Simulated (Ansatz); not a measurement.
`CCCCCCCO` + silanol → `OCCO[SiH3]` + `CCCCC`  (substitution at a C–C bond)

Gas-phase electronic energies from Ansatz, PBE0-D4/def2-TZVP geometries. CCSD(T)/CBS is the MP2 limit (def2-TZVPP, def2-QZVPP) plus CCSD(T) − MP2 in def2-TZVPP, frozen cores. One conformer a species, not always the lowest.

```json
{"species": "`CCCCCCCO`", "CCSD(T)/CBS(def2) energy (Eh)": "-351.18591"}
{"species": "`O[SiH3]`", "CCSD(T)/CBS(def2) energy (Eh)": "-366.69042"}
{"species": "`OCCO[SiH3]`", "CCSD(T)/CBS(def2) energy (Eh)": "-520.36091"}
{"species": "`CCCCC`", "CCSD(T)/CBS(def2) energy (Eh)": "-197.50171"}
```

Question: Work out ΔE.

Answer: ΔE = (-520.36091) + (-197.50171) − (-351.18591) − (-366.69042) = 0.01371 Eh = +0.37 eV.

Largest T1 diagnostic among the species: 0.011.

In def2-TZVPP, CCSD(T) changes the Hartree–Fock value by +0.16 eV (the triples alone add +0.01 eV) and MP2 by +0.21 eV. The D4 term adds +0.03 eV with B3LYP and +0.02 eV with PBE0; it sums over pairs of atoms, weighted by their polarisabilities, and B3LYP, whose exchange is more repulsive, gets the larger term.

B3LYP here is the variant with VWN-RPA as its local correlation; programs differ in this.
